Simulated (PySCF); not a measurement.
## How the method changes the constants of SnI

State: ²Π (doublet), unpaired electrons π ↑. Set-up: basis Sn def2-SVP with ECP28, I def2-SVP with ECP28; scalar-relativistic core potentials; PySCF 2.14. De refers to Sn + I in their high-spin ground configurations, without counterpoise correction. The functionals are run spin-unrestricted. A positive dipole means Sn(−)I(+).

| Level | Re (Å) | ωe (cm⁻¹) | De (eV) | μ (D) | CPU s a point (SCF and correlation, without the integrals) |
| --- | --- | --- | --- | --- | --- |
| UHF | 2.774 | 189 | 1.80 | -3.29 | 0.32 |
| UHF-MP2 | 2.743 | 199 | 2.67 | n/a | 0.46 |
| UHF-SCS-MP2 | 2.755 | 195 | 2.57 | n/a | n/a |
| UHF-CCSD | 2.756 | 195 | 2.50 | n/a | n/a |
| UHF-CCSD(T) | 2.758 | 194 | 2.59 | n/a | 8.3 |
| PBE | 2.757 | 190 | 3.19 | -2.13 | 0.47 |
| BLYP | 2.793 | 181 | 3.05 | -2.21 | 0.34 |
| r²SCAN | 2.739 | 195 | 3.10 | -2.27 | 0.61 |
| PBE0 | 2.735 | 197 | 3.03 | -2.42 | 0.85 |
| r²SCAN0 | 2.726 | 200 | 2.96 | -2.46 | 0.67 |
| MN15 | 2.732 | 196 | 2.91 | -2.34 | 0.68 |
| LC-ωPBE | 2.707 | 205 | 2.74 | -2.67 | 0.82 |

The bond length runs from 2.707 Å (LC-ωPBE) to 2.793 Å (BLYP). De spans 1.80 eV (UHF, mean field) to 3.19 eV (PBE, GGA). Correlation at CCSD(T) changes the Hartree–Fock bond energy by +0.79 eV; the triples alone change it by +0.09 eV.

Correlated steps freeze 8 core orbitals. Correlated levels converge slowly with the basis: in double zeta they bind strong bonds too weakly, by up to about 1 eV, and carry superposition errors of some tenths. Spin–orbit coupling is left out, which matters for elements this heavy, above all for dissociation energies. The state is the lowest determinant that a PBE0 search found; another state may lie lower at other levels.

The whole job (state search and all levels along the bond) took about 2.3 min on 1 thread of Intel Xeon 6975P-C (shared host), peak memory 0.58 GiB.
